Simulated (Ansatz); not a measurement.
CH2BFN2 (`FB1N=CN1`). The species carries charge 0 and has multiplicity 1.

```xyz
7

F     1.332    0.965   -1.479
B     0.475    0.252   -0.802
N     0.313   -1.198   -0.572
C    -0.362   -0.733    0.426
N    -0.551    0.648    0.189
H    -0.729   -1.264    1.307
H    -0.480    1.330    0.932
```

Question: List the harmonic frequencies (cm⁻¹, unscaled) at PBE0-D4/def2-TZVP in Ansatz. (Best estimate.)

Answer: Computed: 191, 407, 599, 689, 705, 786, 966, 1020, 1116, 1223, 1321, 1526, 1601, 3129, 3584.

Question: Is this a minimum?

Answer: Yes, all 15 modes are real.

Question: Give the ideal-gas thermochemistry at 298.15 K and 1 bar (rigid rotor, harmonic oscillator; point group C1, symmetry number 1).

Answer: Zero-point energy 112.8 kJ/mol; H(298) − E = 126.6 kJ/mol; entropy 285.1 J/(mol·K), of which translation 162.2, rotation 102.9, vibration 20.0; G(298) − E = 41.7 kJ/mol.

Question: And at 400, 500, 600, 800 and 1000 K?

Answer: 
| T (K) | H − E (kJ/mol) | S (J/mol/K) | G − E (kJ/mol) |
| --- | --- | --- | --- |
| 400 | 134.3 | 307.1 | 11.5 |
| 500 | 143.3 | 327.0 | -20.2 |
| 600 | 153.3 | 345.3 | -53.9 |
| 800 | 175.8 | 377.6 | -126.2 |
| 1000 | 200.6 | 405.1 | -204.6 |
